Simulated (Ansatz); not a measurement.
Gas-phase electronic energies from Ansatz, PBE0-D4/def2-TZVP geometries. CCSD(T)/CBS is the MP2 limit (def2-TZVPP, def2-QZVPP) plus CCSD(T) − MP2 in def2-TZVPP, frozen cores. This one scheme is used for every species. Functionals use def2-TZVPP. B3LYP here is the variant with VWN-RPA as its local correlation; programs differ in this. HSE06 is defined as in plane-wave codes. Each species was taken in one conformer, which may not be the lowest.

Consider the ligand exchange at the Al–N bond: `C[N](C)[Al]([OH])[OH]` + HCl → `[OH][Al]([OH])[Cl]` + `CNC`.

`C[N](C)[Al]([OH])[OH]`:

Cartesian coordinates in Å:
```
C 0.394 1.486 0.608
N 0.254 0.245 -0.108
C 1.185 0.129 -1.205
Al -0.915 -1.018 0.286
O -2.017 -0.923 1.570
O -0.917 -2.400 -0.693
H -0.322 1.550 1.431
H 1.401 1.599 1.037
H 0.223 2.355 -0.045
H 1.052 -0.821 -1.726
H 1.048 0.938 -1.938
H 2.228 0.181 -0.857
H -2.095 -0.195 2.182
H -1.518 -3.126 -0.542
```

HCl:

```xyz
2

Cl   -0.105   -0.427   -0.464
H     0.105    0.427    0.464
```

`[OH][Al]([OH])[Cl]`:

Z-matrix (Å, degrees):
```
Al
O 1 1.680
Cl 1 2.092 2 120.9
O 1 1.680 2 118.2 3 179.9
H 2 0.955 1 122.5 3 0.0
H 4 0.955 1 122.5 2 -180.0
```

`CNC`:

Z-matrix (Å, degrees):
```
C
N 1 1.445
H 1 1.094 2 109.4
H 1 1.092 2 110.0 3 117.9
H 1 1.104 2 114.0 3 -120.2
C 2 1.445 1 112.8 3 65.3
H 2 1.011 1 109.8 3 -171.9
H 6 1.104 2 114.0 1 54.9
H 6 1.094 2 109.4 1 -65.3
H 6 1.092 2 110.0 1 176.8
```

```tsv
level	ΔE (kJ/mol)	difference from CCSD(T)/CBS
BLYP-D4	-74.3	4.6
r2SCAN-D4	-83.3	-4.4
B2PLYP	-82.4	-3.5
revPBE	-89.1	-10.2
PBE0	-87.1	-8.2
B3LYP	-85.1	-6.2
HSE06	-87.2	-8.3
BHLYP	-88.1	-9.2
CAM-B3LYP	-82.0	-3.1
HF/def2-TZVPP	-98.2	-19.3
MP2/def2-TZVPP	-77.6	1.3
CCSD/def2-TZVPP	-78.4	0.5
CCSD(T)/def2-TZVPP	-76.2	2.7
MP2/def2-QZVPP	-78.8	0.1
HF/CBS(def2)	-97.3	-18.4
MP2/CBS(def2)	-80.3	-1.4
CCSD(T)/CBS	-78.9	0
```

Largest T1 diagnostic among the species: 0.011.

Leaving LDA and LC-ωPBE aside and taking each functional with its dispersion term where it has one, the values, not all of them listed here, spread over 10.8 kJ/mol, from r2SCAN0-D4 to BLYP-D4. LDA lies +12.6 kJ/mol from PBE without D4. From PBE to PBE0 (25 % exact exchange), in def2-TZVPP and without D4, ΔE moves by −3.2 kJ/mol. In def2-TZVPP, CCSD(T) changes the Hartree–Fock value by +22.0 kJ/mol (the triples alone add +2.2 kJ/mol) and MP2 by +20.6 kJ/mol.
